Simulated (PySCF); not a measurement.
Te(GeH3)(OSiH3) (GeH6OSiTe), SMILES [SiH3]O[Te][GeH3].

Geometry optimised at B3LYP-D3(BJ)/def2-SVP. This is a generated structure with no PubChem entry under its InChIKey; it may be hypothetical. The def2 effective core potentials stand for the cores of Te; spin–orbit coupling is left out. Other conformers were not sampled.

Calculation: TDDFT-LC-ωPBE/def2-SVPD (PySCF).

Vertical excitations. Isolated molecule, no solvent.

Problem. Estimate the UV-visible absorptions. (The exact figures need the calculation; the answer reports its results.)

Solution. 
```json
[
 {"state": "S1", "energy (eV)": "2.72", "λ (nm)": "456", "f": "0.001", "main pairs": "HOMO→LUMO 95 %"},
 {"state": "S2", "energy (eV)": "4.53", "λ (nm)": "274", "f": "0.006", "main pairs": "HOMO−1→LUMO 92 %"},
 {"state": "S3", "energy (eV)": "4.68", "λ (nm)": "265", "f": "0.005", "main pairs": "HOMO→LUMO+1 85 %"},
 {"state": "S4", "energy (eV)": "6.27", "λ (nm)": "198", "f": "0.086", "main pairs": "HOMO→LUMO+2 75 %"},
 {"state": "S5", "energy (eV)": "6.37", "λ (nm)": "195", "f": "0.023", "main pairs": "HOMO−3→LUMO 40 %, HOMO−2→LUMO 32 %, HOMO−7→LUMO 9 %"},
 {"state": "S6", "energy (eV)": "6.62", "λ (nm)": "187", "f": "0.200", "main pairs": "HOMO−1→LUMO+1 57 %, HOMO→LUMO+7 11 %"},
 {"state": "S7", "energy (eV)": "6.70", "λ (nm)": "185", "f": "0.046", "main pairs": "HOMO−2→LUMO 40 %, HOMO−3→LUMO 30 %, HOMO−6→LUMO 10 %"},
 {"state": "S8", "energy (eV)": "7.09", "λ (nm)": "175", "f": "0.002", "main pairs": "HOMO→LUMO+4 30 %, HOMO→LUMO+5 18 %, HOMO→LUMO+8 14 %, HOMO→LUMO+2 6 %"},
 {"state": "S9", "energy (eV)": "7.23", "λ (nm)": "171", "f": "0.129", "main pairs": "HOMO→LUMO+3 77 %"},
 {"state": "S10", "energy (eV)": "7.33", "λ (nm)": "169", "f": "0.035", "main pairs": "HOMO→LUMO+4 42 %, HOMO→LUMO+8 33 %, HOMO→LUMO+6 7 %"},
 {"state": "T1", "energy (eV)": "1.96", "λ (nm)": "632", "f": "0", "main pairs": "HOMO→LUMO 92 %"},
 {"state": "T2", "energy (eV)": "3.82", "λ (nm)": "325", "f": "0", "main pairs": "HOMO−1→LUMO 90 %"},
 {"state": "T3", "energy (eV)": "4.09", "λ (nm)": "303", "f": "0", "main pairs": "HOMO→LUMO+1 79 %"},
 {"state": "T4", "energy (eV)": "5.28", "λ (nm)": "235", "f": "0", "main pairs": "HOMO−1→LUMO+1 63 %"}
]
```
Triplets are in the Tamm–Dancoff approximation, which puts them higher than full response would, so one can lie above its singlet here.
